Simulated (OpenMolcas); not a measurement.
**Ar2+: the spin-orbit constant, Slater's ratio, worked from levels**

```
Program             : OpenMolcas
Basis               : ANO-L-VTZP [5s4p2d1f]
Scalar Hamiltonian  : non-relativistic, point nucleus
Active space        : 6 electrons in 4 orbitals (3s 3p)
State averaging     : 2S+1 = 3 even, 3 roots; 2S+1 = 1 even, 6 roots; 2S+1 = 3 odd, 3 roots; 2S+1 = 1 odd, 3 roots
Spin-orbit coupling : state interaction with AMFI integrals over the reference wave functions, term energies averaged over their components
```

Methods: CASSCF; SS-CASPT2, IPEA 0.25 Eh, imaginary shift 0.1 Eh (closed shells correlated: 2s 2p). Measured levels: Saloman, J. Phys. Chem. Ref. Data 39, 033101 (2010).

**The spin-orbit constant.** For the Hund term ³P of p4, E(J) = (A/2) J(J+1) + constant and ζ = -2S·A = -2A. From J = 0 to J = 2 the energy changes by 3 A.

```json
{"Source": "CASSCF", "E(2) - E(0)": "-1433.9", "A": "-478.0", "ζ": "956"}
{"Source": "SS-CASPT2", "E(2) - E(0)": "-1442.4", "A": "-480.8", "ζ": "962"}
{"Source": "measured", "E(2) - E(0)": "-1570.2", "A": "-523.4", "ζ": "1047"}
```

All in cm-1. SS-CASPT2 is off by -8.1 % and CASSCF by -8.7 %. Both methods take the spin-orbit matrix elements from the reference wave functions, so the second can move ζ only through the term energies and any multistate remixing. Second-order mixing with other terms is absorbed into this ζ.

**Slater's ratio.** With one set of orbitals, p4 has ¹D - ³P = 6 F2 and ¹S - ¹D = 9 F2 (F2 = F²/25), a ratio of 3/2. Term energies are centres of gravity, weighted by 2J + 1.

```tsv
Source	¹D - ³P	¹S - ³P	F2 from the first	Ratio
CASSCF	16504	31101	2751	0.884
SS-CASPT2	14126	33081	2354	1.342
measured	13465	32721	2244	1.430
```

Energies in cm-1. A ratio away from 3/2 shows effects beyond one configuration with one set of orbitals, and in heavier atoms second-order spin-orbit shifts. In CASSCF the valence s occupation is 1.93 in ¹S against 2.00 in ¹D: mixing out of s² acts most on ¹S and pulls it down.

CASPT2 does not keep the components of a term degenerate, so their means are used; among the terms shown or strongly mixed into the levels shown the widest spread is 170 cm-1 (3s² 3p⁴ ¹D, SS-CASPT2). Over all roots computed the reference weight is 0.87 to 0.96 in SS-CASPT2; the roots of lowest weight are the least certain, and an intruder state may touch them. Computed and measured levels are paired by configuration, term and J; levels that our copy of the source lacks, or whose pairing is in doubt (as where it misses far off the trend of its configuration), stay unpaired and out of the deviations. Only configurations of the active space appear.
